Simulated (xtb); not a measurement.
Si(F)(OMe) (CH3FOSi), SMILES CO[Si]F (connectivity only; charge and spin as stated), neutral, multiplicity 1. All values are semi-empirical tight-binding results from xtb (GFN2-xTB unless named), good for trends rather than for accurate numbers. Coordinates come from a GFN2-xTB optimisation. Other conformers were not sampled.

Optimised geometry:

Bond lengths (Å): Si1–F2 1.648, Si1–O3 1.605, O3–C4 1.401, C4–H5 1.092, C4–H6 1.092, C4–H7 1.092. Angles (°): F2–Si1–O3 100.6, Si1–O3–C4 136.4, O3–C4–H5 111.4, O3–C4–H6 108.7, O3–C4–H7 108.7, H5–C4–H6 109.4, H5–C4–H7 109.4, H6–C4–H7 109.2.
Charge 0, spin multiplicity 1.

**Question.** Estimate the properties. (An estimate is asked for; the answer gives what the named calculation found.)

**Answer.** 
```json
{
 "point_group_as_xtb_finds_it": "Cs",
 "orbital_gap": "3.84 eV",
 "dipole_moment": "1.12 D",
 "zero_point_energy": "27.0 kcal/mol",
 "G − E(el) at 298.15 K (modified RRHO)": "8.9 kcal/mol",
 "static polarisability (D4 model)": "53.0 bohr³",
 "solvation energy, GFN2-xTB/ALPB(water)": "0.9 kcal/mol",
 "solvation energy, GFN2-xTB/ALPB(hexane)": "-0.6 kcal/mol"
}
```

**Question.** Give the atomic charges and the Wiberg bond orders between heavy atoms. (Estimate from the structure and the level; the computed values follow.)

**Answer.** charges (e) Si1 0.50, F2 -0.30, O3 -0.36, C4 0.04, H5 0.04, H6 0.04, H7 0.04. Bond orders Si1–F2 1.11, Si1–O3 1.27, O3–C4 0.97.
